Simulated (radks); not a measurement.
The numbers below are computed, except where a source is named.
Question: These are the eigenvalues of the occupied orbitals of an atom or ion with whole-number occupations (eV). Level of theory: Dirac Kohn-Sham, AM05, spin-unpolarised, spherical densities, point nucleus (a radial shooting solver on a logarithmic mesh with Libxc functionals).

| orbital | eigenvalue |
|---|---|
| 1s1/2 | -3998.210 |
| 2s1/2 | -470.7695 |
| 2p1/2 | -394.5750 |
| 2p3/2 | -390.8811 |
| 3s1/2 | -97.2653 |
| 3p1/2 | -77.5774 |
| 3p3/2 | -77.1122 |

Which element is it, and in what charge state? The configuration may be excited. Open shells, if any, fill j = l - 1/2 first.

Answer: Z = 20, calcium, charge +4: Ca4+ in [Ne] 3s2 3p4. The list shows which subshells hold electrons but not how many an open one holds; the 1s level, -146.93 hartree, gives Z - s = 17.1 by -(Z - s)^2/2, which with screening and relativity narrows Z to a few neighbours, and the depths of the outer levels then fix element, charge and occupations together.
